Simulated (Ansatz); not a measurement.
Molecule: sum formula H$_{2}$BO$_{3}$, net charge 0, doublet state. It need not be the lowest isomer of its formula. 
Structure (B3LYP-D3(BJ)/def2-TZVP (Ansatz, an electronic-structure program) minimum search):
```xyz
6

O     -1.2087    -0.7639    -0.0299
B     -0.0439    -0.0278    -0.0011
O     -0.1959     1.3238     0.1329
O      1.1160    -0.7423    -0.1102
H      0.5997     1.8507     0.0223
H      1.9287    -0.2527     0.0402
```
Charge 0, spin multiplicity 2.

Wanted: vertical electron affinity (to the singlet state of charge -1; a negative value means that the extra electron is unbound and the number depends on the basis; each state is the SCF solution reached for its spin), in eV. Valence correlation only, unless marked. UHF or UKS for open shells. No spin-orbit coupling. Non-relativistic. Anions need diffuse functions: aug- sets have them; def2-D sets add few. CBS marks a two-point X^-3 extrapolation of the correlation energy; Hartree-Fock from the larger set. [CCSD(T)-MP2]/basis is that difference in the basis named.

```tsv
level	program	vertical electron affinity (eV)
SVWN5/def2-TZVPD	Ansatz	___
r2SCAN/def2-TZVPD	Ansatz	___
B3LYP/def2-TZVPD	Ansatz	2.24
PBE0/def2-TZVPD	Ansatz	2.06
BHLYP/def2-TZVPD	Ansatz	1.71
CAM-B3LYP/def2-TZVPD	Ansatz	___
wB97M-V/def2-TZVPD	Ansatz	___
wB97X-V/def2-TZVPD	Ansatz	2.11
wB97X/def2-TZVPD	Ansatz	2.11
B2PLYP/def2-TZVPD	Ansatz	2.24
SCS-MP2/aug-cc-pVDZ	Ansatz	2.25
CCSD/aug-cc-pVDZ	Ansatz	1.98
RI-MP2/CBS(aug-cc-pVTZ,aug-cc-pVQZ)+[CCSD(T)-MP2]/aug-cc-pVDZ	Ansatz	2.35
```

Q: What belongs in the gaps?

A: 
- SVWN5/def2-TZVPD, vertical electron affinity (eV): 2.79
- r2SCAN/def2-TZVPD, vertical electron affinity (eV): 2.09
- CAM-B3LYP/def2-TZVPD, vertical electron affinity (eV): 2.20
- wB97M-V/def2-TZVPD, vertical electron affinity (eV): 2.16
